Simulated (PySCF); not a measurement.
TiCl₄ + 2 HCl → TiH₂ + 3 Cl₂

Level: PBE in the def2-TZVP basis family, all electrons, no relativity, computed in PySCF with density fitting; open shells unrestricted.

```
species                             state and structure       E (Eh)  ZPE (kJ/mol)  H(298 K) − H(0) (kJ/mol)  S° (J/(mol K))
  TiCl₄                 singlet, Td, Ti–Cl 2.183 Å (×4)  -2689.64960          14.7                      21.7           354.9
    HCl                      singlet, C∞v, H–Cl 1.289 Å   -460.62635          17.3                       8.7           186.8
   TiH₂  triplet, C2v, Ti–H 1.747 Å (×2); H–Ti–H 118.4°   -850.31258          22.5                      10.4           227.1
    Cl₂                     singlet, D∞h, Cl–Cl 2.008 Å   -920.02118           3.2                       9.2           223.0
```

What is the electronic reaction energy?

At PBE/def2-TZVP, ΔE = 1381.5 kJ/mol from the differences of the total energies times 2625.5, uphill. 

Add zero-point, thermal and entropy terms for 298.15 K and 1 bar.

ΔZPE = -17.2 and Δ[H(298) − H(0)] = -1.1 kJ/mol give ΔH° = 1363.2 kJ/mol. ΔS° = 167.6 J/(mol K), so ΔG° = 1363.2 − 298.15 × (0.1676) = 1313 kJ/mol.

Open d or f shells are single determinants, so the state found may not be the ground state. Each species is the lowest minimum found with this bonding; other isomers or fragments can lie lower.
